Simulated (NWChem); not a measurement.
Species: BHBrCl; SMILES ClBBr

```xyz
4

B     -0.7471    -0.5889     0.0000
H     -1.9451    -0.6505     0.0028
Cl     0.1934    -2.0488    -0.0002
Br     0.0874     1.1135    -0.0002
```
Atoms are numbered in this order, from 1.

Results from NWChem. Coordinates come from a PBE0/def2-SVP optimisation. Static field.

| level | isotropic polarisability (bohr³) | anisotropy (bohr³) |
|---|---|---|
| PBE/aug-cc-pVDZ | 51.2 | 28.1 |
| B3LYP/aug-cc-pVDZ | 49.6 | 26.2 |
| LC-BLYP (range parameter 0.33 per bohr)/aug-cc-pVDZ | 49.0 | 25.0 |
| LDA (Slater exchange, VWN5)/aug-cc-pVDZ | 51.4 | 28.3 |
